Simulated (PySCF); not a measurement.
H₁₁NSi₅.
Structure used (GFN2-xTB), in Å, numbered top down from 1:
```xyz
17
H11NSi5 angstrom
N      2.5810    0.2208   -0.4764
Si     1.4352   -0.1604    0.7674
Si     0.1831   -1.9342   -0.0880
Si    -1.8413   -1.0462   -0.8376
Si    -1.9220    1.2070   -0.2221
Si     0.0584    1.7191    0.9024
H      3.1797   -0.5097   -0.8278
H      3.1141    1.0726   -0.4023
H      2.1076   -0.4881    2.0470
H      0.8837   -2.6925   -1.1344
H     -0.0530   -2.9518    0.9473
H     -1.9961   -1.2065   -2.2897
H     -2.9919   -1.7867   -0.3014
H     -2.1246    2.0696   -1.3940
H     -3.1002    1.4955    0.6071
H     -0.2152    2.0638    2.3057
H      0.6945    2.9399    0.3870
```

Vertical excitations from PySCF (density fitting, frozen core in the response, grid level 2 and gas phase unless stated; continuum runs use non-equilibrium linear response for the excitations) on a GFN2-xTB geometry. Reference run:

```json
{"settings": "wB97X-D/def2-SVPD, full TDDFT, 8 singlets", "S1, eV (f)": "5.13 (0.000)", "S2, eV (f)": "5.25 (0.007)", "S3, eV (f)": "5.51 (0.001)", "S4, eV (f)": "6.25 (0.005)", "S5, eV (f)": "6.41 (0.009)", "S6, eV (f)": "6.51 (0.000)", "T1, eV (Tamm–Dancoff)": "4.87", "mean α (au)": "151.0"}
```

What do these settings give: HCTH407/6-311G**, IEF-PCM chloroform, damping 0.2 at the start, DIIS from the seventh cycle, TDA, 25 singlets?

```
                                                                                                     settings    S1, eV (f)    S2, eV (f)    S3, eV (f)    S4, eV (f)    S5, eV (f)    S6, eV (f)  T1, eV (Tamm–Dancoff)  mean α (au)
HCTH407/6-311G**, IEF-PCM chloroform, damping 0.2 at the start, DIIS from the seventh cycle, TDA, 25 singlets  3.96 (0.003)  4.79 (0.009)  4.94 (0.000)  4.95 (0.004)  5.04 (0.004)  5.31 (0.010)                   3.84        191.2
```

S1 moves by -1.17 eV; functional, basis, environment and response scheme change together, so the shift can't be laid on one. States are counted by energy in each run and needn't keep their character from row to row.

All basis functions are spherical, in the Pople sets too.

Give the leading configurations of S1 (H = HOMO, L = LUMO) and the HOMO–LUMO gap of each run.

```
                                                                                                     settings  S1 configurations (weight)  S1 (eV)  orbital gap (eV)  S1 − gap (eV)
                                                                    wB97X-D/def2-SVPD, full TDDFT, 8 singlets                    H→L 0.85     5.13              9.41          -4.28
HCTH407/6-311G**, IEF-PCM chloroform, damping 0.2 at the start, DIIS from the seventh cycle, TDA, 25 singlets                    H→L 0.99     3.96              3.89          +0.07
```

The structure is a single GFN2-xTB conformer; no vibrational corrections.
